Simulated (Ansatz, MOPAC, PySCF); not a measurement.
Complex: GeH4 (SMILES [GeH4]) (first 5 atoms) with H2Se (SMILES [SeH2]); geometry from B3LYP-D3(BJ)/def2-TZVP.
(charge 0, multiplicity 1):
```xyz
8

Ge     0.111     0.051    -0.084
H     -1.404     0.029     0.157
H      0.391     0.120    -1.595
H      0.744    -1.229     0.483
H      0.732     1.274     0.603
Se    -0.099    -0.720     3.794
H     -0.301     0.291     4.843
H      1.260    -0.225     3.532
```

Interaction energies are E(AB) − E(A) − E(B) at the monomers' geometry in the complex; basis-set methods are counterpoise corrected.

The state reached by PM3, PM6 isn't checked.

Run with Ansatz (Gaussian orbitals); MOPAC for PM3, PM6 (differences of heats of formation); PySCF for the dispersion terms. Each number belongs to the level named beside it.

### Question
One of these levels gives -1.6 kJ/mol for the interaction energy. Name it.
(A) PM6
(B) PM3
(C) CAM-B3LYP/def2-TZVPPD
(D) PBE0-D4/def2-TZVPPD

### Answer
B, PM3. The others give -3.5 (PM6), -5.3 (PBE0-D4/def2-TZVPPD), 0.1 (CAM-B3LYP/def2-TZVPPD)

Ansatz is a program for electronic structure.
